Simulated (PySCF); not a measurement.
## How methods differ on the excitation energy of P⁺

P⁺ [Ne] 3s2 3p2 (3P) → P⁺ [Ne] 3s1 3p2 3d1 (high-spin determinant), as a difference of total energies. All numbers are calculated (PySCF 2.14, scalar relativity by spin-free X2C-1e, in dyall-av3z). Correlated levels: valence: [Ne] frozen; virtual orbitals above 40 to 60 times the deepest correlated orbital energy dropped. The calculations carry no spin-orbit coupling.

```tsv
method	excitation energy (eV)
UHF	16.572
PBE0	17.511
B3LYP	17.923
LC-wPBE	17.724
CAM-B3LYP	18.141
```

Problem. Estimate what SCS-MP2 (valence) gives.

Solution. 18.179 eV, closest to CAM-B3LYP among the rows shown.

Problem. Estimate what MP2 (valence) gives.

Solution. 17.660 eV, closest to LC-wPBE among the rows shown.

A first-order spin-orbit estimate (lowest level to lowest level, LS coupling) adds 0.008 eV.

The promoted electron is Rydberg-like, and one or two diffuse shells describe it only roughly, which tends to raise the upper state.

The determinant of the upper state mixes LS terms, which raises its energy above the lowest term, most at the Hartree-Fock and MP2 levels.
